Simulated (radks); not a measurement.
Spherical quantum dot in the effective-mass picture: electrons in a well V = -V0 / (1 + exp((r - R)/a)) with V0 = 10.5, R = 5.03, a = 0.53, with a point charge +2 (a donor) at the centre, all in effective atomic units (hartree* = m*/eps^2 hartree, bohr* = eps/m* bohr), one dielectric constant everywhere. Calculated with a radial shooting solver with Libxc functionals: non-relativistic Kohn-Sham, PBE, spin-polarised, spherical densities. Levels are named by radial order and angular momentum (1s, 1p, 1d, 2s, ...), and open shells are averaged over m. Results are scaled to m* = 0.041 and eps = 9.8, for which hartree* = 11.62 meV and bohr* = 12.65 nm.

N = 18, configuration 1s2 1p6 1d(up 5, down 3) 2s2. This is the lowest configuration that the search found. Occupied and some empty levels:

level    occupation  eigenvalue (meV)  <r> (nm)
1s up             1           -65.855     19.92
1s down           1           -65.776     19.19
1p up             3           -62.012     37.88
1p down           3           -61.749     37.79
2s up             1           -61.555     30.45
2s down           1           -61.365     31.09
1d up             5           -59.079     40.31
1d down           3           -58.801     40.28
1f up             0           -55.343     42.17
1f down           0           -55.058     42.16
2p up             0           -50.976     31.89
1g up             0           -50.881     43.76
2p down           0           -50.825     31.83
1g down           0           -50.595     43.78

Energy (meV): total -1664.43, kinetic 132.63, external -2310.6, Hartree 589.24, exchange-correlation -75.695.
